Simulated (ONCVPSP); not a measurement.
# Plane-wave convergence, ONCV potential for manganese (Mn)

| Property | Result |
| --- | --- |
| Element | manganese (Mn) |
| Generator | ONCVPSP 4.0.1 |
| Type | optimised norm-conserving Vanderbilt (ONCV) |
| Functional | PBEsol |
| Relativity | scalar-relativistic |
| Frozen core | [Ar] |
| Valence charge | 7 |
| Reference configuration | 3d5 4s2 |
| Partial waves | 4s: rc 2.60 bohr, ncon 4, nbas 7, qcut 3.1 1/bohr, 1 projector; p scattering state at 0.46 Ha: rc 2.50 bohr, ncon 4, nbas 8, qcut 3.8 1/bohr, 2 projectors, debl 1.1 Ha; 3d: rc 1.10 bohr, ncon 3, nbas 8, qcut 15.6 1/bohr, 2 projectors, debl 2.3 Ha |
| Local potential | polynomial inside 0.80 bohr (lpopt 5, dvloc0 6 Ha) |
| Core correction | Teter function, fcfact 2.25, rcfact 1.75 |

In the p channel the program set the typed energies aside and used 0.050, 1.150 Ha.

Q: For each optimised wave give the share of its norm inside rc, the residual kinetic energy above qcut (Ha) and the cutoffs (Ha) for errors of 10, 1, 0.1 and 0.01 mHa per electron.

A:

```csv
wave,norm inside rc,residual KE,10 mHa,1 mHa,0.1 mHa,0.01 mHa
4s,0.391,1.6e-04,2.3,3.7,5.9,15.7
p projector 1,0.304,3.7e-06,1.0,3.5,5.2,6.9
p projector 2,0.318,1.5e-03,4.1,9.4,40.6,47.8
3d,0.536,1.4e-07,64.6,80.0,92.6,103.0
d projector 2,0.069,4.4e-08,59.2,76.9,91.3,102.9
```

The occupied waves need 80 Ha and 93 Ha for 1 and 0.1 mHa. Note: ghosts flagged at negative energy: s at -153.3 eV; GHOST(+) flagged for p at 29.5 eV. A true bound ghost makes a file unfit for plane-wave use. 1 of 4 tests not solved or not reliable.
